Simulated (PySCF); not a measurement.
## Which determinant of ZnCl lies lowest?

Unrestricted PBE0; Zn cc-pVDZ-PP with ECP10, Cl cc-pV(D+d)Z; scalar-relativistic core potentials (PySCF 2.14). Outer shells of the fragments: Zn 3d10 4s2; Cl 3s2 3p5.

Followed along the bond (rough minima from three points):

```csv
2Ms+1,unpaired,⟨S²⟩ at the start,R at minimum (Å),Te (eV)
2,σ ↑,0.75,2.15,0.00
4,"σ ↑, π ↑↑",3.75,none in the scan,≤ 6.12
```

Solutions found at the starting distance of 2.160 Å, counted from the lowest of them; the search is not exhaustive and high or unbound solutions are not listed, so other states can lie among these:

```csv
2Ms+1,unpaired,term,E (eV),⟨S²⟩,⟨Lz²⟩,μ (D)
2,σ ↑,²Σ⁺,0.00,0.75,0.00,-2.69
2,π ↑,²Π,3.81,0.75,1.01,3.47
2,π ↑,²Π,4.12,0.77,1.00,-3.39
4,"σ ↑, π ↑↑",mixed,6.43,3.75,2.01,3.32
4,"σ ↑, π ↑↑",mixed,6.59,3.75,2.01,3.34
4,"σ ↑↑, π ↑",⁴Π,7.54,3.75,1.01,2.25
4,"σ ↑↑, π ↑",⁴Π,8.36,3.75,1.01,3.09
4,σ ↑↑↑,⁴Σ⁺,9.60,3.75,0.00,2.19
```

A term symbol is given only where ⟨S²⟩ and ⟨Lz²⟩ are close to those of a pure state; real π, δ and φ orbitals otherwise mix terms. A positive dipole means Zn(−)Cl(+).

Counting both spins, an empty level lies below a filled one in some of these solutions, because spin and occupation are held.
